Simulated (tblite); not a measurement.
C4H5PSSe.
Atom-mapped SMILES: `[Se:1]=[PH2:2][c:3]1[cH:4][cH:5][s:6][cH:7]1` (hydrogens: H8, H9 on P2; H10 on C4; H11 on C5; H12 on C7)

Computed with GFN2-xTB (tblite), gas phase: L-BFGS steps from a force-field or distance-geometry start until the largest atomic force falls under 0.01 eV/Å.

Step 12: E = -545.6882 eV
```
atom  x, y, z in Å  |  force x, y, z in eV/Å
Se1     2.9260    1.5213   -0.7527    0.035  -0.074   0.078
P2      1.8903   -0.1218   -0.0400    0.072  -0.049  -0.012
C3      0.1090    0.0842    0.0586    0.068  -0.004  -0.008
C4     -0.8606   -0.9490   -0.0354   -0.037  -0.055  -0.010
C5     -2.1230   -0.4608   -0.0146   -0.044   0.087  -0.005
S6     -2.1510    1.2543    0.1260   -0.103   0.112   0.037
C7     -0.4472    1.3287    0.1549   -0.049  -0.078  -0.035
H8      2.2524   -0.6300    1.2170    0.006   0.066  -0.051
H9      2.0167   -1.3169   -0.7581   -0.027   0.060   0.007
H10    -0.6224   -1.9950   -0.1164    0.045   0.020  -0.009
H11    -3.0556   -0.9853   -0.0908    0.060  -0.044   0.033
H12     0.0666    2.2695    0.2253   -0.026  -0.041  -0.023
```

Step 13: E = -545.6905 eV
```
atom  x, y, z in Å  |  force x, y, z in eV/Å
Se1     2.9357    1.5185   -0.7434    0.011  -0.075   0.063
P2      1.8876   -0.1219   -0.0420    0.152  -0.054  -0.013
C3      0.1077    0.0829    0.0540    0.055   0.006   0.008
C4     -0.8626   -0.9494   -0.0373   -0.050   0.006  -0.001
C5     -2.1245   -0.4598   -0.0134   -0.007   0.078  -0.003
S6     -2.1530    1.2553    0.1299   -0.070   0.078   0.020
C7     -0.4483    1.3266    0.1516   -0.087  -0.029  -0.017
H8      2.2587   -0.6219    1.2159   -0.029   0.043  -0.067
H9      2.0121   -1.3186   -0.7604   -0.021   0.074   0.025
H10    -0.6219   -1.9929   -0.1156    0.041  -0.050  -0.023
H11    -3.0541   -0.9869   -0.0891    0.010  -0.055   0.034
H12     0.0638    2.2674    0.2237   -0.004  -0.021  -0.026
```

Task: Estimate the geometry and energy of step 14. (The exact step hangs on the optimiser's Hessian estimate; all steps are aligned on step 13, rigid shifts and turns removed.)

Result: E = -545.6924 eV, largest force 0.137 eV/Å
```
atom  x, y, z in Å  |  force x, y, z in eV/Å
Se1     2.9450    1.5149   -0.7339    0.012  -0.048   0.034
P2      1.8877   -0.1228   -0.0441    0.133  -0.032  -0.008
C3      0.1073    0.0817    0.0501    0.020   0.020   0.018
C4     -0.8652   -0.9493   -0.0391    0.018   0.008   0.003
C5     -2.1255   -0.4577   -0.0123   -0.052   0.041  -0.002
S6     -2.1561    1.2575    0.1337   -0.019   0.026   0.002
C7     -0.4505    1.3242    0.1483   -0.077   0.025   0.002
H8      2.2639   -0.6139    1.2136   -0.046   0.006  -0.048
H9      2.0074   -1.3190   -0.7618   -0.005   0.053   0.021
H10    -0.6208   -1.9922   -0.1152    0.013  -0.052  -0.031
H11    -3.0528   -0.9892   -0.0870   -0.003  -0.040   0.037
H12     0.0608    2.2650    0.2217    0.008  -0.009  -0.028
```

The energy changes by -0.0019 eV. The first-order estimate −F·Δx gives -0.0028 eV and the mean of the old and new forces, exact on a quadratic surface, -0.0019 eV. The step makes an angle of 64° with the force vector and moves no atom by more than 0.014 Å.

The cost below is that of the whole relaxation. On an Arm Neoverse V2 with one thread, no GPU, shared host, this took 0.38 s of wall time.
